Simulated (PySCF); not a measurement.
# Germanium: a sound run and one with changed settings

Sound run: Ge [Ar] 3d10 4s2 4p2, Ge⁺ [Ar] 3d10 4s2 4p1. Calculation: PySCF 2.14, in Sapporo-DKH3-DZP-2012 (6s5p3d1f, 43 functions); the spin-free X2C one-electron Hamiltonian (Gaussian nucleus). In the sound run the correlated levels freeze [Ar] 3d10. The sound run starts from symmetry-adapted Hartree-Fock orbitals and uses a fine grid where one is needed.

Changed run: a valence shell is frozen. This setting is unsound on purpose.

| species | method | sound run (hartree) | changed run (hartree) | converged |
| --- | --- | --- | --- | --- |
| Ge | MP2 | -2097.04643 | -2097.00984 | yes |
| Ge | CCSD(T) | -2097.06311 | -2097.01180 | yes |

Ionisation energy of Ge:

```json
{"method": "UHF", "sound run (eV)": "7.410", "changed run (eV)": "7.410"}
{"method": "MP2", "sound run (eV)": "7.689", "changed run (eV)": "7.522"}
{"method": "SCS-MP2", "sound run (eV)": "7.624", "changed run (eV)": "7.448"}
{"method": "CCSD", "sound run (eV)": "7.724", "changed run (eV)": "7.576"}
{"method": "CCSD(T)", "sound run (eV)": "7.734", "changed run (eV)": "7.576"}
{"method": "CCSDT", "sound run (eV)": "n/a", "changed run (eV)": "7.576"}
{"method": "FCI", "sound run (eV)": "n/a", "changed run (eV)": "7.576"}
```

Freezing a valence shell removes pair correlation that changes on ionisation.

For comparison, NIST gives 7.899 eV between the lowest levels.
